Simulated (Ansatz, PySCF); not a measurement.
Bond stretch in BeH (cation, charge +1), singlet.

- UHF/aug-cc-pVTZ (Ansatz, an electronic-structure program)
- RHF/aug-cc-pVTZ (Ansatz)
- UKS-BLYP = unrestricted BLYP/aug-cc-pVTZ (Ansatz)
- RKS-BLYP = restricted BLYP/aug-cc-pVTZ in Ansatz
- UKS-PBE0 = unrestricted PBE0/aug-cc-pVTZ (Ansatz)
- RKS-PBE0 = Ansatz with restricted PBE0/aug-cc-pVTZ
- UKS-PBE = unrestricted PBE/aug-cc-pVTZ in Ansatz
- RKS-PBE = restricted PBE/aug-cc-pVTZ run with Ansatz
- UKS-B3LYP/6-31G* = PySCF with unrestricted B3LYP/6-31G*, spherical d
- RKS-B3LYP/6-31G* = restricted B3LYP/6-31G*, spherical d in PySCF
- UKS-LDA (SVWN5)/6-31G* = unrestricted LDA (SVWN5)/6-31G*, spherical d in PySCF
- RKS-LDA (SVWN5)/6-31G* = restricted LDA (SVWN5)/6-31G*, spherical d (PySCF 2.14.0)
- UKS-M06-2X/6-31G* = unrestricted M06-2X/6-31G*, spherical d (PySCF)
- RKS-M06-2X/6-31G* = restricted M06-2X/6-31G*, spherical d run with PySCF

Scanned distances (Å): 1.07, 1.13, 1.21, 1.24, 1.29, 1.33, 1.37, 1.42, 1.44, 1.55, 1.62, 1.78, 1.99, 2.20, 2.38, 2.70, 2.89, 3.22, 3.64, 4.00, 4.66, 5.23.

Problem. Where does the unrestricted solution first break spin symmetry (<S²> of 0.01 or more)?

Solution. UHF: between 1.62 and 1.78 Å; UKS-BLYP: between 1.78 and 1.99 Å; UKS-PBE0: between 1.78 and 1.99 Å; UKS-PBE: between 1.99 and 2.20 Å; UKS-B3LYP/6-31G*: between 1.78 and 1.99 Å; UKS-LDA (SVWN5)/6-31G*: between 1.99 and 2.20 Å; UKS-M06-2X/6-31G*: between 1.78 and 1.99 Å.

| R / Å | <S²> UHF | E(RHF) − E(UHF) / kcal/mol | <S²> UKS-BLYP | E(RKS-BLYP) − E(UKS-BLYP) / kcal/mol | <S²> UKS-PBE0 | E(RKS-PBE0) − E(UKS-PBE0) / kcal/mol | <S²> UKS-PBE | E(RKS-PBE) − E(UKS-PBE) / kcal/mol | <S²> UKS-B3LYP/6-31G* | E(RKS-B3LYP/6-31G*) − E(UKS-B3LYP/6-31G*) / kcal/mol | <S²> UKS-LDA (SVWN5)/6-31G* | E(RKS-LDA (SVWN5)/6-31G*) − E(UKS-LDA (SVWN5)/6-31G*) / kcal/mol | <S²> UKS-M06-2X/6-31G* | E(RKS-M06-2X/6-31G*) − E(UKS-M06-2X/6-31G*) / kcal/mol |
|---|---|---|---|---|---|---|---|---|---|---|---|---|---|---|
| 1.07 | 0.00 | 0.0 | 0.00 | 0.0 | 0.00 | 0.0 | 0.00 | 0.0 | 0.00 | 0.0 | 0.00 | 0.0 | 0.00 | 0.0 |
| 1.13 | 0.00 | 0.0 | 0.00 | 0.0 | 0.00 | 0.0 | 0.00 | 0.0 | 0.00 | 0.0 | 0.00 | 0.0 | 0.00 | 0.0 |
| 1.21 | 0.00 | 0.0 | 0.00 | 0.0 | 0.00 | 0.0 | 0.00 | 0.0 | 0.00 | 0.0 | 0.00 | 0.0 | 0.00 | 0.0 |
| 1.24 | 0.00 | 0.0 | 0.00 | 0.0 | 0.00 | 0.0 | 0.00 | 0.0 | 0.00 | 0.0 | 0.00 | 0.0 | 0.00 | 0.0 |
| 1.29 | 0.00 | 0.0 | 0.00 | 0.0 | 0.00 | 0.0 | 0.00 | 0.0 | 0.00 | 0.0 | 0.00 | 0.0 | 0.00 | 0.0 |
| 1.33 | 0.00 | 0.0 | 0.00 | 0.0 | 0.00 | 0.0 | 0.00 | 0.0 | 0.00 | 0.0 | 0.00 | 0.0 | 0.00 | 0.0 |
| 1.37 | 0.00 | 0.0 | 0.00 | 0.0 | 0.00 | 0.0 | 0.00 | 0.0 | 0.00 | 0.0 | 0.00 | 0.0 | 0.00 | 0.0 |
| 1.42 | 0.00 | 0.0 | 0.00 | 0.0 | 0.00 | 0.0 | 0.00 | 0.0 | 0.00 | 0.0 | 0.00 | 0.0 | 0.00 | 0.0 |
| 1.44 | 0.00 | 0.0 | 0.00 | 0.0 | 0.00 | 0.0 | 0.00 | 0.0 | 0.00 | 0.0 | 0.00 | 0.0 | 0.00 | 0.0 |
| 1.55 | 0.00 | 0.0 | 0.00 | 0.0 | 0.00 | 0.0 | 0.00 | 0.0 | 0.00 | 0.0 | 0.00 | 0.0 | 0.00 | 0.0 |
| 1.62 | 0.00 | 0.0 | 0.00 | 0.0 | 0.00 | 0.0 | 0.00 | 0.0 | 0.00 | 0.0 | 0.00 | 0.0 | 0.00 | 0.0 |
| 1.78 | 0.36 | 2.2 | 0.00 | 0.0 | 0.00 | 0.0 | 0.00 | 0.0 | 0.00 | 0.0 | 0.00 | 0.0 | 0.00 | 0.0 |
| 1.99 | 0.65 | 10.6 | 0.01 | 0.0 | 0.18 | 0.4 | 0.00 | 0.0 | 0.07 | 0.1 | 0.00 | 0.0 | 0.12 | 0.4 |
| 2.20 | 0.79 | 21.1 | 0.27 | 1.1 | 0.49 | 3.7 | 0.33 | 1.2 | 0.37 | 2.1 | 0.06 | 0.0 | 0.40 | 3.4 |
| 2.38 | 0.86 | 30.3 | 0.46 | 3.2 | 0.66 | 8.1 | 0.55 | 4.0 | 0.56 | 5.3 | 0.32 | 1.1 | 0.58 | 8.0 |
| 2.70 | 0.93 | 45.5 | 0.69 | 8.2 | 0.82 | 16.5 | 0.76 | 10.2 | 0.76 | 12.2 | 0.60 | 5.2 | 0.77 | 17.4 |
| 2.89 | 0.96 | 53.4 | 0.76 | 11.1 | 0.87 | 21.0 | 0.81 | 13.6 | 0.82 | 16.1 | 0.69 | 8.0 | 0.82 | 22.7 |
| 3.22 | 0.98 | 65.0 | 0.82 | 15.3 | 0.92 | 27.3 | 0.85 | 18.3 | 0.88 | 21.7 | 0.77 | 12.2 | 0.87 | 30.3 |
| 3.64 | 0.99 | 76.0 | 0.84 | 18.8 | 0.95 | 32.9 | 0.87 | 22.1 | 0.91 | 26.4 | 0.81 | 15.9 | 0.91 | 37.3 |
| 4.00 | 1.00 | 82.6 | 0.84 | 20.5 | 0.97 | 35.9 | 0.87 | 23.9 | 0.91 | 28.8 | 0.82 | 17.8 | 0.92 | 41.2 |
| 4.66 | 1.00 | 90.2 | 0.84 | 21.9 | 0.99 | 38.5 | 0.86 | 25.3 | 0.91 | 30.9 | 0.81 | 19.4 | 1.00 | 43.0 |
| 5.23 | 1.00 | 93.8 | 0.82 | 22.1 | 1.00 | 39.1 | 0.85 | 25.6 | 0.90 | 31.4 | 0.81 | 19.7 | 1.00 | 44.7 |
